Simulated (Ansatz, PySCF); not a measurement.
BrClMg (SMILES [Cl][Mg][Br]), singlet, geometry from GFN2-xTB (such geometries of metal compounds can be far from the true shape), atoms displaced at random by about 0.03 Å a coordinate. Base run: PBE0/6-31G, gradient (PySCF).

Input for PySCF:
```python
from pyscf import gto, scf, dft

mol = gto.Mole()
mol.atom = '''
    Mg    0.873762   -0.200067   -0.182198
    Cl    1.794102    0.904309   -1.852674
    Br   -1.080547   -0.333069    0.952004
'''
mol.basis = '6-31g'
mol.charge = 0
mol.spin = 0
mol.verbose = 4
mol.build()

mf = dft.RKS(mol)
mf.xc = 'pbe0'
mf.kernel()
g = mf.nuc_grad_method()
grad = g.kernel()
```

Programs used: Ansatz (an electronic-structure program), PySCF; a row that names a program was run with it.

The coordinate followed is z of atom 3.

Each row names what was changed in the base input (with any setting that the change needs).

| change | dE/dx (Eh/bohr) | net force (Eh/bohr) |
|---|---|---|
| base | -0.017507 | 0.000222 |
| finite difference step (bohr) = 1e-3; conv_tol = 1e-11 | -0.017475 | - |
| density fitting = on; auxbasis_response = off | -0.017345 | 0.001283 |
| code = ansatz | -0.017504 | 0.000000 |
| conv_tol = 1e-6 | -0.017510 | 0.000222 |
| finite difference step (bohr) = 1e-5; conv_tol = 1e-11 | -0.017475 | - |
| grids.level = 5; grid_response = off | -0.017488 | 0.000009 |
| density fitting = on | -0.017510 | 0.000222 |
| conv_tol = 1e-11 | -0.017507 | 0.000222 |
| grids.level = 5; grid_response = on | -0.017478 | 0.000000 |
| conv_tol = 1e-4 | -0.017505 | 0.000222 |
| grid_response = on | -0.017476 | 0.000000 |

The net force is zero for an exact gradient.
